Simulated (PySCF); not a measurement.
Species: C3H9BS.
Atom-mapped SMILES: `[BH2:1][S:2][CH2:3][CH2:4][CH3:5]` (hydrogens: H6, H7 on B1; H8, H9 on C3; H10, H11 on C4; H12, H13, H14 on C5)

Geometry (PBE0-D3(BJ)/def2-SVP, Å), atoms numbered from 1 in this order:
```
atom  x, y, z in Å
B1     3.118    0.017   -0.061
S2     1.725   -0.420   -1.038
C3     0.270   -0.094    0.022
C4    -1.012   -0.132   -0.793
C5    -2.241    0.149    0.057
H6     2.984    0.445    1.060
H7     4.196   -0.136   -0.578
H8     0.251   -0.856    0.815
H9     0.406    0.887    0.502
H10   -0.942    0.603   -1.612
H11   -1.105   -1.119   -1.276
H12   -2.186    1.144    0.527
H13   -2.349   -0.593    0.865
H14   -3.160    0.117   -0.548
```

Level of theory: PBE0-D3(BJ)/def2-SVP geometry optimisation, gas phase (PySCF).

Masses are those of the commonest isotopes; rigid-rotor values at the optimised geometry. The values belong to one conformer with, in the numbering `[BH2:1][S:2][CH2:3][CH2:4][CH3:5]`, H–B1–S2–C3 -1° and 179°, B1–S2–C3–C4 167°, S2–C3–C4–C5 -179°.

(1) What are A, B and C (cm⁻¹)?

(2) What kind of rotor is it?

(3) What does the inertial defect say?

(4) Give the other two planar moments, Paa and Pbb, and the rms extents of the mass along the axes.

(5) List the rotational levels J(Ka,Kc) to J = 3 (MHz).

(6) Predict some low-J microwave lines.

(7) Estimate the classical rotational partition function at 10 K, 100 K and 500 K.

Answers

(1) Ia = 35.40, Ib = 303.14, Ic = 328.03 u·Å²; 505379 MHz·u·Å²/I gives 14278, 1667 and 1541 MHz, that is A = 0.47626, B = 0.05561, C = 0.05139 cm⁻¹.

(2) A near-prolate asymmetric top. Ray's parameter κ = (2B − A − C)/(A − C) = -0.980; −1 is the prolate and +1 the oblate limit.

(3) Not planar: Δ = Ic − Ia − Ib = -10.50 u·Å². For a rigid frame Δ = −2 Σ m c², so Σ m c² = 5.25 u·Å² lies off the ab plane: 4.87 from hydrogen and 0.38 from heavier atoms. The atom farthest from that plane is 1.11 Å away.

(4) Paa = Σ m a² = (Ib + Ic − Ia)/2 = 297.89 and Pbb = Σ m b² = (Ia + Ic − Ib)/2 = 30.15 u·Å². With the mass M = 88.05 u, the rms extents √(P/M) along a, b and c are 1.84, 0.59, 0.24 Å.

(5) Above 0(0,0):
J = 1: 1(0,1) 3208, 1(1,1) 15819, 1(1,0) 15945
J = 2: 2(0,2) 9622, 2(1,2) 22108, 2(1,1) 22487, 2(2,1) 60319, 2(2,0) 60320
J = 3: 3(0,3) 19242, 3(1,3) 31541, 3(1,2) 32300, 3(2,2) 69943, 3(2,1) 69947, 3(3,1) 133313, 3(3,0) 133313
Those of J = 1 are B + C, A + C and A + B.

(6) The dipole components are |μa| = 1.91 D, |μb| = 0.56 D, |μc| = 0.09 D. The squared components, which scale the intensities, stand as 1.00 : 0.09 : 0.00 (a : b : c). Some of the stronger lines:

| type | branch | J(Ka,Kc) | MHz | lower level (cm⁻¹) |
| --- | --- | --- | --- | --- |
| a | Q | 2(1,1) ← 2(1,2) | 380 | 0.737 |
| a | Q | 3(1,2) ← 3(1,3) | 759 | 1.052 |
| a | R | 1(0,1) ← 0(0,0) | 3208 | 0.000 |
| a | R | 2(1,2) ← 1(1,1) | 6289 | 0.528 |
| a | R | 2(0,2) ← 1(0,1) | 6415 | 0.107 |
| a | R | 2(1,1) ← 1(1,0) | 6542 | 0.532 |
| a | R | 3(1,3) ← 2(1,2) | 9433 | 0.737 |
| a | R | 3(0,3) ← 2(0,2) | 9620 | 0.321 |
| a | R | 3(2,2) ← 2(2,1) | 9623 | 2.012 |
| a | R | 3(2,1) ← 2(2,0) | 9627 | 2.012 |
| a | R | 3(1,2) ← 2(1,1) | 9813 | 0.750 |
| b | Q | 3(1,2) ← 3(0,3) | 13058 | 0.642 |
| b | Q | 2(2,1) ← 2(1,2) | 38212 | 0.737 |
| b | Q | 3(3,0) ← 3(2,1) | 63366 | 2.333 |
| b | Q | 3(3,1) ← 3(2,2) | 63371 | 2.333 |

(7) Point group C1, symmetry number σ = 1; q = (√π/σ)·√((kT/h)³/(ABC)), k/h = 20836.6 MHz/K: 880 at 10 K, 27800 at 100 K, 311000 at 500 K.

Not checked by PBE0-D3(BJ)/def2-SVP frequencies. These are rigid-rotor constants of the computed structure; measured ground-state constants (B0) also hold zero-point vibration. A rigid rotor knows nothing of internal rotation, which can split or shift real lines. Quadrupole hyperfine structure (11B) is left out.
